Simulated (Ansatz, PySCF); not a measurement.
Sn(H)(Br)2(OH) (Br2H2OSn), SMILES [Br][SnH]([Br])[OH].

Geometry optimised at PBE0-D3(BJ)/def2-SVP. The structure was generated by enumeration; whether it is a known compound was not checked. The def2 effective core potentials stand for the cores of Sn; spin–orbit coupling is left out. One conformer was computed; it need not be the lowest.

Vertical ionisation energy (IE) and electron affinity (EA) in eV. Rows of orbital energies are one-electron estimates. Where ΔSCF, EOM or ADC give a negative EA the extra electron is unbound and the value depends on the basis.

| level | IE | EA |
|---|---|---|
| −ε(HOMO), −ε(LUMO), r2SCAN/def2-TZVP (PySCF) | 7.65 | 2.97 |
| −ε(HOMO), −ε(LUMO), PBE/def2-TZVP (PySCF) | 7.29 | 3.15 |
| ΔSCF, PBE/def2-SVPD (Ansatz), final states of multiplicity 2 and 2 | (withheld) | (withheld) |

### Question
Some entries are withheld; supply them. (Estimate from the structure and the level; the computed values follow.)

### Answer

- ΔSCF, PBE/def2-SVPD (Ansatz, a quantum-chemistry and plane-wave program), final states of multiplicity 2 and 2, IE: 10.04
- ΔSCF, PBE/def2-SVPD (Ansatz), final states of multiplicity 2 and 2, EA: 0.85

### Question
What vertical singlet–triplet gap does ΔSCF give with PBE/def2-SVPD (Ansatz)? (The exact figures need the calculation; the answer reports its results.)

### Answer
4.18 eV (triplet above singlet where positive).
